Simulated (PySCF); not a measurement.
Cl3FTi, SMILES [F][Ti]([Cl])([Cl])[Cl], multiplicity 1.

The structure is a stationary point at ωB97X-D3(BJ)/def2-SVP. The multiplicity is an assumed one; other spin states were not compared.

Two levels are set side by side: TDDFT-PBE/def2-SVPD (PySCF) and TDDFT-M06-2X/def2-SVPD (PySCF). Vertical, same geometry. The lowest singlet is HOMO→LUMO 79 % with PBE and HOMO→LUMO 73 %, HOMO−1→LUMO+1 11 %, HOMO−2→LUMO 11 % with the other functional; states are paired by order. Differences are taken from unrounded values.

```json
[
 {"quantity": "lowest singlet excitation (eV)", "TDDFT-M06-2X": "4.99", "TDDFT-PBE": "3.89", "TDDFT-PBE minus TDDFT-M06-2X": "-1.09"},
 {"quantity": "lowest triplet excitation (TDA) (eV)", "TDDFT-M06-2X": "4.65", "TDDFT-PBE": "3.66", "TDDFT-PBE minus TDDFT-M06-2X": "-0.99"}
]
```

Functionals without exact exchange tend to place singlet excitations lower, as here. Differences between two approximate levels are no errors against the true value.

Rough cost on one machine, each run with all the roots and properties that it gave: TDDFT-M06-2X against TDDFT-PBE about 10 times.
